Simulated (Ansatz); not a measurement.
Isolated molecules relaxed with PBE0-D4/def2-TZVP in Ansatz; ΔE leaves out vibrations. CBS: MP2 limit from def2 TZ/QZ plus the TZ coupled-cluster correction, frozen cores. This one scheme is used for every species. Functionals use def2-TZVPP. def2 core potentials past Kr. For Sn outer-core shells are correlated without core-valence functions, which leaves a few kJ/mol of doubt a bond.

Reaction (stannylene formation by 1,1-elimination): `[CH3][Sn]([F])([F])[Cl]` → `[F][Sn][Cl]` + `CF`

| level | ΔE (kJ/mol) | difference from CCSD(T)/CBS |
| --- | --- | --- |
| PBE-D4 | 84.5 | -28.4 |
| revPBE-D4 | 79.5 | -33.4 |
| r2SCAN-D4 | 105.3 | -7.6 |
| B97M-V | 108.0 | -4.9 |
| ωB97X-V | 108.4 | -4.5 |
| PBE-QIDH | 113.3 | 0.4 |
| r2SCAN | 103.2 | -9.7 |
| PBE0 | 91.1 | -21.8 |
| r2SCANh | 104.2 | -8.7 |
| BHLYP | 81.1 | -31.8 |
| MP2/def2-SVP | 119.8 | 6.9 |
| CCSD/def2-SVP | 93.8 | -19.1 |
| MP2/def2-TZVPP | 112.8 | -0.1 |
| CCSD/def2-TZVPP | 103.7 | -9.2 |
| HF/def2-QZVPP | 87.6 | -25.3 |
| MP2/CBS(def2) | 116.8 | 3.9 |
| CCSD(T)/CBS | 112.9 | 0 |

Largest T1 diagnostic among the species: 0.016.

From r2SCAN to r2SCAN0 (25 % exact exchange), in def2-TZVPP and without D4, ΔE moves by +3.0 kJ/mol. The D4 term adds +12.6 kJ/mol with B3LYP and +7.0 kJ/mol with PBE0; it sums over pairs of atoms, weighted by their polarisabilities, and B3LYP, whose exchange is more repulsive, gets the larger term.

B3LYP here is the variant with VWN-RPA as its local correlation; programs differ in this.
